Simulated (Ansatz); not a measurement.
Stepwise reaction of `[F][Al]([Br])[Br]` with hydrogen fluoride, as a gas-phase model of exchange steps in deposition or etching. ΔE in kJ/mol.

Isolated molecules relaxed with PBE0-D4/def2-TZVP in Ansatz; ΔE leaves out vibrations. CCSD(T)/CBS adds triple-zeta CCSD(T) − MP2 to the extrapolated MP2 energy (def2 sets, frozen cores). This one scheme is used for every species. Functionals use def2-TZVPP. B3LYP here is the variant with VWN-RPA as its local correlation; programs differ in this. For Br outer-core shells are correlated without core-valence functions, which leaves a few kJ/mol of doubt a bond. Scalar relativity is left out up to krypton.

```
step                                              reaction  PBE-D4  B3LYP-D4  ωB97M-V  CCSD(T)/CBS
   1  `[F][Al]([Br])[Br]` + H–F → `[F][Al]([F])[Br]` + HBr   -17.2     -24.9    -21.6        -17.9
```

(1) Give the row of step 2, `[F][Al]([F])[Br]` + H–F → `[F][Al]([F])[F]` + HBr. (Best estimate.)

(2) By hand: ΔE of the 2 steps together at CCSD(T)/CBS.

## Answers

(1) The calculation gave: 
| step | reaction | PBE-D4 | B3LYP-D4 | ωB97M-V | CCSD(T)/CBS |
| --- | --- | --- | --- | --- | --- |
| 2 | `[F][Al]([F])[Br]` + H–F → `[F][Al]([F])[F]` + HBr | -16.5 | -23.9 | -20.6 | -18.6 |

(2) (-17.9) + (-18.6) = -36.5 kJ/mol, or -18.2 kJ/mol a step.

In ΔE the steps differ by no more than 0.7 kJ/mol. All are downhill at CCSD(T)/CBS. PBE-D4 differs from CCSD(T)/CBS by 0.7 to 2.1 kJ/mol a step. Isolated molecules leave out the surface, adducts and barriers. Largest T1 diagnostic: 0.013.
